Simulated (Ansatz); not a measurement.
Input (CCSDT(Q)/cc-pVDZ; Ansatz, a quantum-chemistry and plane-wave program):

Ansatz 0.2 input:
```yaml
crystal:
  periodic: [false, false, false]
  atoms:
    - {symbol: B, position_ang: [-0.67214374, 1.05328021, 0.62757796]}
    - {symbol: H, position_ang: [-0.58194402, 1.66602577, 1.64724765]}
    - {symbol: H, position_ang: [-1.53799171, 1.32976202, -0.14549428]}
    - {symbol: C, position_ang: [0.25008923, -0.17340128, 0.38332508]}
    - {symbol: C, position_ang: [0.37911209, -0.72723246, -0.98131909]}
    - {symbol: H, position_ang: [-0.34685095, -0.86957007, 1.03217756]}
    - {symbol: H, position_ang: [1.20872740, -0.10868027, 0.90265222]}
    - {symbol: H, position_ang: [-0.48374700, -0.79665699, -1.62958893]}
    - {symbol: H, position_ang: [1.32731698, -1.08347913, -1.35692006]}
basis:
  gaussian:
    orbitals: cc-pVDZ
magnetization: {spin_polarized: true, initial_magnetization: 1}
correlation: {method: ccsdt_q, electrons: outside_noble_gas}
```

Output:

```
Functional definition: HF
integrals: 0.11 GiB planned
1385 factors; integrals over basis functions are off by at most 2.1e-7 eV
mean field: 0.25 GiB planned
mean field evaluation 1: about -2823.7368 eV, gradient 1.7e1 eV
mean field evaluation 2: about -2823.8338 eV, gradient 1.7e1 eV
mean field evaluation 4: about -2825.8556 eV, gradient 2.2e0 eV
mean field evaluation 8: about -2825.9102 eV, gradient 2.6e-1 eV
mean field evaluation 16: about -2823.7370 eV, gradient 1.7e1 eV
mean field evaluation 32: about -2821.7677 eV, gradient 4.6e-1 eV
mean field evaluation 64: about -2821.7661 eV, gradient 8.2e-3 eV
mean field -2825.91141174 eV, -103.8503289099 hartree, gradient 2.4e-6 eV, S^2 0.763358; 0 other end points of the search recorded, 0 dependent functions left out
3 core orbitals not correlated
reference -2825.91141174 eV, -103.8503289099 hartree; 9, 8 occupied and 60, 61 virtual orbitals, 1385 factors
second order -9.34278817 eV of doubles, -0.00000000 eV of singles
coupled cluster: 5.23 GiB planned
cycle   1  -10.30838679 eV  change   -9.7e-1 eV  update   8.0e-2
cycle   2  -10.86303148 eV  change   -5.5e-1 eV  update   3.0e-2
cycle   3  -10.99490833 eV  change   -1.3e-1 eV  update   1.4e-2
cycle   4  -10.98134731 eV  change    1.4e-2 eV  update   5.4e-3
cycle   5  -10.98357049 eV  change   -2.2e-3 eV  update   3.1e-3
cycle   6  -10.98519458 eV  change   -1.6e-3 eV  update   1.3e-3
cycle   7  -10.98474433 eV  change    4.5e-4 eV  update   6.5e-4
cycle   8  -10.98495888 eV  change   -2.1e-4 eV  update   3.6e-4
cycle   9  -10.98515074 eV  change   -1.9e-4 eV  update   2.2e-4
cycle  10  -10.98492998 eV  change    2.2e-4 eV  update   1.3e-4
cycle  11  -10.98489541 eV  change    3.5e-5 eV  update   7.5e-5
cycle  12  -10.98494129 eV  change   -4.6e-5 eV  update   3.5e-5
cycle  13  -10.98499174 eV  change   -5.0e-5 eV  update   1.8e-5
cycle  14  -10.98501292 eV  change   -2.1e-5 eV  update   8.6e-6
cycle  15  -10.98501346 eV  change   -5.4e-7 eV  update   4.0e-6
cycle  16  -10.98501058 eV  change    2.9e-6 eV  update   2.2e-6
cycle  17  -10.98501015 eV  change    4.2e-7 eV  update   9.8e-7
perturbative correction -0.01348688 eV, -0.0004956338 hartree
Total energy: -2836.90990878 eV, -104.2545162210 hartree
```
